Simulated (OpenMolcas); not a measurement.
# Multiconfigurational calculation on C²⁺

Input:

```
&GATEWAY
Coord
1

C 0.0 0.0 0.0
Basis=ANO-RCC-VDZ
Group=XYZ
NoMove
AngMom=0.0 0.0 0.0
AMFI
&SEWARD
Relativistic=R04O02
&RASSCF
FileOrb=start.orb
Symmetry=1
Spin=3
nActEl=2 0 0
Inactive=1 0
Ras2=1 3
CIRoot=3 3 1
SDav=3
CIMx=300
Iter=120 100
PrWF=0.3
OrbListing=Nothing
MaxOrb=0
Atom
>>> COPY $Project.JobIph JOBPRE
&RASSCF
FileOrb=start.orb
Symmetry=1
Spin=1
nActEl=2 0 0
Inactive=1 0
Ras2=2 6
CIRoot=7 7 1
SDav=24
CIMx=300
Iter=120 100
PrWF=0.3
OrbListing=Nothing
MaxOrb=0
Atom
>>> COPY $Project.JobIph JOB001
&RASSCF
FileOrb=start.orb
Symmetry=1
Spin=3
nActEl=2 0 0
Inactive=1 0
Ras2=2 6
CIRoot=15 15 1
SDav=16
CIMx=300
Iter=120 100
PrWF=0.3
OrbListing=Nothing
MaxOrb=0
Atom
CIOnly
>>> COPY $Project.JobIph JOB002
&RASSCF
FileOrb=start.orb
Symmetry=2
Spin=1
nActEl=2 0 0
Inactive=1 0
Ras2=2 6
CIRoot=3 3 1
SDav=12
CIMx=300
Iter=120 100
PrWF=0.3
OrbListing=Nothing
MaxOrb=0
Atom
>>> COPY $Project.JobIph JOB003
&RASSCF
FileOrb=start.orb
Symmetry=2
Spin=3
nActEl=2 0 0
Inactive=1 0
Ras2=2 6
CIRoot=12 12 1
SDav=12
CIMx=300
Iter=120 100
PrWF=0.3
OrbListing=Nothing
MaxOrb=0
Atom
CIOnly
>>> COPY $Project.JobIph JOB004
&RASSI
NrOfJobIphs=4 7 3 3 3
1 2 3 4 5 6 7
1 2 3
1 2 3
1 2 3
IphNames
JOB001
JOB002
JOB003
JOB004
EJob
SpinOrbit
DIPRint=1.0
SOCoupling=1000.0
Subsets=2
MEES
Property=10
'ANGMOM' 1 'ANGMOM' 2 'ANGMOM' 3 'MLTPL  1' 1 'MLTPL  1' 2 'MLTPL  1' 3
'AMFI' 1 'AMFI' 2 'AMFI' 3 'MLTPL  2' 6
SOProperty=3
'ANGMOM' 1 'ANGMOM' 2 'ANGMOM' 3
```

Launched by
```bash
OMP_NUM_THREADS=1 MOLCAS_MEM=2252 MOLCAS_PROJECT=a pymolcas a.inp > a.log  # once for each step of the input, in one work folder
```

A driver script runs the steps one by one and writes start.orb anew before each from the orbitals found so far, so a CI-only block uses the converged orbitals of the first block.

Output, cut to the results:

```
--- SEWARD ---
Basis set label: C.ANO-RCC...3S2P.

      Electronic valence basis set:
      ------------------
      Associated Effective Charge   6.000000 au
      Associated Actual Charge      6.000000 au
      Nuclear Model: Point charge

      Shell  nPrim  nBasis  Cartesian Spherical Contaminant
         s      14       3        X
         p       9       2        X
Relativistic=R04O02
                  Relativistic Douglas-Kroll-Hess integrals:
                    - DKH order of Hamiltonian: 4
                    - DKH order of Properties : 2
--- RASSCF ---
Wave function specifications:
      -----------------------------

      Number of closed shell electrons           2
      Number of electrons in active shells       2
      Max number of holes in RAS1 space          0
      Max nr of electrons in RAS3 space          0
      Number of inactive orbitals                1
      Number of active orbitals                  8
      Number of secondary orbitals               0
      Spin quantum number                      0.0
      State symmetry                             1
Orbital specifications:
      -----------------------

      Symmetry species                           1   2
                                                ag  au
      Frozen orbitals                            0   0
      Inactive orbitals                          1   0
      Active orbitals                            2   6
      RAS1 orbitals                              0   0
      RAS2 orbitals                              2   6
      RAS3 orbitals                              0   0
      Secondary orbitals                         0   0
      Deleted orbitals                           0   0
      Number of basis functions                  3   6
      Number of CSFs                            24
      Number of root(s) required                 7
      Iter CI   SX   CI       RASSCF       Energy    max ROT     max BLB   max BLB  Level Ln srch  Step   QN
          iter iter root      energy       change     param      element    value   shift minimum  type update
 Nr of preliminary CI iterations:   1
        1   1    2    0   -35.85944336    0.00E+00  -6.98E-09    1   2 1  1.37E-07   0.00   0.00    SX    NO
        2   1    1    0   -35.85944336    7.11E-15   0.00E+00    1   2 1  9.74E-09   0.00   0.00    SX    NO
        3   1    1    0   -35.85944336   -2.13E-14   0.00E+00    1   2 1  9.74E-09   0.00   0.00    SX    NO
        4   1    1    0   -35.85944336    3.55E-14   0.00E+00    1   2 1  9.74E-09   0.00   0.00    SX    NO
      Convergence after  4 iterations
        5   1    1    0   -35.85944336   -2.84E-14   0.00E+00    1   2 1  9.74E-09   0.00   0.00    SX    NO
      Natural orbitals and occupation numbers for root  1
      sym 1:   1.846569   0.000347
      sym 2:   0.051027   0.051027   0.051027   0.000001   0.000001   0.000001
      Natural orbitals and occupation numbers for root  2
      sym 1:   0.000000   0.000000
      sym 2:   0.975257   1.021640   0.000539   0.000001   0.001252   0.001312
      Natural orbitals and occupation numbers for root  3
      sym 1:   0.000000   0.000000
      sym 2:   0.001125   1.031668   0.964642   0.000001   0.001324   0.001238
::    RASSCF root number  1 Total energy:    -36.49292174
::    RASSCF root number  2 Total energy:    -35.78156766
::    RASSCF root number  3 Total energy:    -35.78156766
::    RASSCF root number  4 Total energy:    -35.78156766
::    RASSCF root number  5 Total energy:    -35.78156766
::    RASSCF root number  6 Total energy:    -35.78156766
::    RASSCF root number  7 Total energy:    -35.61534346
--- RASSCF ---
Wave function specifications:
      -----------------------------

      Number of closed shell electrons           2
      Number of electrons in active shells       2
      Max number of holes in RAS1 space          0
      Max nr of electrons in RAS3 space          0
      Number of inactive orbitals                1
      Number of active orbitals                  8
      Number of secondary orbitals               0
      Spin quantum number                      1.0
      State symmetry                             1
Orbital specifications:
      -----------------------

      Symmetry species                           1   2
                                                ag  au
      Frozen orbitals                            0   0
      Inactive orbitals                          1   0
      Active orbitals                            2   6
...
--- RASSI ---
SPIN-FREE ENERGIES:
  (Shifted by EMIN (a.u.) =        -36.4929217419)

 SF State       Relative EMIN(au)   Rel lowest level(eV)    D:o, cm**(-1)      L_eff

     1             0.0000000000        0.0000000000              0.0000         0.0
    14             0.2436846384        6.6309968187          53482.5962         1.0
    15             0.2436846384        6.6309968187          53482.5962         1.0
    16             0.2436846384        6.6309968187          53482.5962         1.0
    11             0.5164872871       14.0543350600         113355.8569         1.0
    12             0.5164872871       14.0543350600         113355.8569         1.0
    13             0.5164872871       14.0543350600         113355.8569         1.0
     8             0.6352220766       17.2852732772         139415.1311         1.0
     9             0.6352220766       17.2852732772         139415.1311         1.0
    10             0.6352220766       17.2852732772         139415.1311         1.0
     5             0.7113540790       19.3569306015         156124.1743         2.0
     6             0.7113540790       19.3569306015         156124.1743         2.0
     2             0.7113540790       19.3569306015         156124.1743         2.0
     3             0.7113540790       19.3569306015         156124.1743         2.0
     4             0.7113540790       19.3569306015         156124.1743         2.0
     7             0.8775782835       23.8801216326         192606.1703         0.0
     Dipole printing threshold changed to   1.00000000E+00

++ Dipole transition strengths (spin-free states):
   -----------------------------------------------
     for osc. strength at least  1.00000000E+00

  ( Max oscillator strength is only   0.26574269803764550      )
--
Eigenvalues of complex Hamiltonian:
   -----------------------------------
  (Shifted by EMIN (a.u.) =        -36.4929217419)

...
```

Levels above the lowest, from the spin-orbit matrix, grouped by J:

```csv
Configuration,Term,J,E (cm-1),Measured (cm-1),g,Term weight %
2s2,1S,0,0.0,0.0,,100
2s 2p,3P*,0,53429,52367,,100
2s 2p,3P*,1,53456,52391,1.501,100
2s 2p,3P*,2,53509,52447,1.501,100
2s 2p,1P*,1,113356,102352,1.000,100
2p2,3P,0,139363,137426,,100
2p2,3P,1,139389,137454,1.501,100
2p2,3P,2,139441,137502,1.501,100
2p2,1D,2,156124,145876,1.000,100
2p2,1S,0,192606,182520,,100
```

Against the 9 measured excited levels shown (Moore, Selected Tables of Atomic Spectra, NSRDS-NBS 3, section 3) the mean absolute deviation is 4500 cm-1; the largest miss in energy is 2s 2p 1P* 1: computed 113356, measured 102352 cm-1 (+10.8 %).

Terms from blocks run as CI alone lack orbitals of their own. Active for correlation alone: 3p 3s; no level in the range computed is led by a configuration that fills them, so any true level of that kind is missing. Computed and measured levels are paired by configuration, term and J; levels that our copy of the source lacks, or whose pairing is in doubt (as where it misses far off the trend of its configuration), stay unpaired and out of the deviations. Levels of configurations outside the active space are missing. The first state left out of the spin-orbit step lies near 250000 cm-1 above the lowest spin-free state of the reference (among the parities and spins computed), and the list stops at four fifths of that energy or lower.

The term weight is that of the spin-free term in the level, not the purity of its configuration. * marks odd parity.
